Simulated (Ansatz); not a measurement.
The cluster Ti₂O₃⁺ (the lowest doublet isomer of a short search). The state is a doublet with charge 1. Geometry B3LYP-D4/def2-SVP, basis def2-TZVP, Ansatz.

Cartesian coordinates in Å:
```
Ti 0.176 1.026 -0.083
Ti -0.128 -1.515 0.800
O -0.103 1.143 -1.628
O 1.198 -0.547 0.227
O -1.143 -0.107 0.683
```

```json
{"run": "A", "HOMO (eV)": "-14.22", "LUMO (eV)": "-4.97"}
{"run": "B", "HOMO (eV)": "-10.11", "LUMO (eV)": "-8.28"}
{"run": "C", "HOMO (eV)": "-12.91", "LUMO (eV)": "-6.42"}
{"run": "D", "HOMO (eV)": "-11.12", "LUMO (eV)": "-7.68"}
{"run": "E", "HOMO (eV)": "-11.39", "LUMO (eV)": "-7.22"}
{"run": "F", "HOMO (eV)": "-9.70", "LUMO (eV)": "-8.60"}
```

LC-ωPBE has ω = 0.4 bohr⁻¹. B3LYP takes the VWN-RPA correlation. The structure comes from a short search, and lower isomers may exist.

HOMO and LUMO are taken over both spins.

Problem. The runs used B3LYP, CAM-B3LYP, LC-ωPBE, PBE, PBE0, r2SCAN. Estimate which is which.

Solution. A LC-ωPBE (range-separated); B r2SCAN (0 % exact exchange); C CAM-B3LYP (range-separated); D B3LYP (20 % exact exchange); E PBE0 (25 % exact exchange); F PBE (0 % exact exchange). Exact exchange lowers occupied and raises empty levels; among semilocal functionals meta-GGAs tend to open the gap a little, and such runs are hard to tell apart. The gap grows from 1.10 eV (PBE) to 9.25 eV (LC-ωPBE).
